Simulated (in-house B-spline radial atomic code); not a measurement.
# RPA and G0W0 on BHandHLYP: the lutetium ion Lu²⁺

Configuration [Xe] 4f14 6s1, highest spin, mean-field start BHandHLYP. Computed with a B-spline radial code for spherical atoms: all electrons, scalar-relativistic (spin-free one-electron X2C), finite nucleus, each spin shell either full or empty, empty states to l = 9 with an (l + 1/2)⁻⁴ tail; G0W0 by contour deformation at full frequency.

Without the two-electron picture change, the correlation of inner shells comes somewhat too large for so heavy an element.

RPA overbinds a lone outer s electron by self-correlation, and G0W0 tends to as well.

Command:
```bash
python run_gw.py task.json out
```
Settings (radii: box in bohr, nucleus in fm):
```
Z                        71
electrons                69
configuration            [Xe] 4f14 6s1
hamiltonian              x2c
method                   bhandhlyp
lmax                     9
rms_radius               5.37
spin_polarised           True
box_radius               17.55
intervals                68
ion_configuration        [Xe] 4f14
```

Run time, properties included: 11 s on 1 thread of AMD EPYC 7R13 Processor, with other jobs on the host.

Energies (hartree):

```tsv
term	value
mean-field total	-14562.63150
Hartree-Fock functional on these orbitals	-14557.76437
direct second order	-7.3472
second-order exchange	1.8099
SOSEX correction	1.6643
```

(1) What is the RPA correlation energy, and what remains with SOSEX?

Quasi-particle levels (eV):

```json
{"level": "6s up", "occupied": "yes", "mean field": "-19.234", "Σx - vxc": "-0.81", "Σc": "?", "QP weight": "?", "G0W0": "?"}
{"level": "4f down", "occupied": "yes", "mean field": "-33.47", "Σx - vxc": "-7.03", "Σc": "4.40", "QP weight": "0.891", "G0W0": "-36.09"}
{"level": "4f up", "occupied": "yes", "mean field": "-33.50", "Σx - vxc": "-7.04", "Σc": "4.41", "QP weight": "0.890", "G0W0": "-36.13"}
{"level": "6s down", "occupied": "no", "mean field": "-15.482", "Σx - vxc": "3.20", "Σc": "-1.85", "QP weight": "0.914", "G0W0": "-14.130"}
```

G0W0 = mean field + (Σx - vxc) + Σc, with Σc (partial-wave tail included) taken at the quasi-particle energy. Only the outer levels were computed. Levels of low weight are left out.

(2) Where does G0W0 put 6s up?

(3) What does it cost to remove one electron (to [Xe] 4f14) by differences of total energies, each species on its own start (correlation terms add to the Hartree-Fock functional)?

## Answers

(1) RPA gives -6.185 hartree (-2.44 eV per electron); RPA + SOSEX gives -4.5208, and the second-order doubles -5.5374 hartree (no singles). RPA lacks exchange-type terms and so overcorrelates at short range.

(2) At -21.383 eV, with Σc = -1.33 eV and a quasi-particle weight of 0.959. The tabulated removal energy is 20.959 ± 0.0012 eV (NIST, measured); the calculation leaves out spin-orbit coupling, Breit and QED terms, and what these don't explain is the method's own error.

(3) BHandHLYP 20.959 eV, Hartree-Fock functional 19.915 eV, + RPA 21.238 eV, + RPA + SOSEX 20.759 eV, + second order 21.532 eV. Tabulated: 20.959 ± 0.0012 eV (NIST, measured); the calculation leaves out spin-orbit coupling, Breit and QED terms, and what these don't explain is the method's own error.
